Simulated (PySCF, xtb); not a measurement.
C₂H₅F, SMILES CCF.

Harmonic wavenumbers (cm⁻¹) from xtb with GFN2-xTB at its own minimum, in rising order: 208, 401, 823, 915, 1079, 1105, 1148, 1246, 1327, 1400, 1455, 1474, 1490, 2942, 2950, 3050, 3052, 3059.

### Question
What does PBE-D3(BJ)/def2-TZVP (PySCF) give at its own minimum? (Estimate from the structure and the level; the computed values follow.)

### Answer
250, 400, 788, 861, 1031, 1090, 1143, 1254, 1346, 1368, 1428, 1445, 1465, 2960, 2977, 3001, 3049, 3061. Paired by order, the mean absolute difference is 24 cm⁻¹ and the zero-point energies are 41.6 and 41.3 kcal/mol.
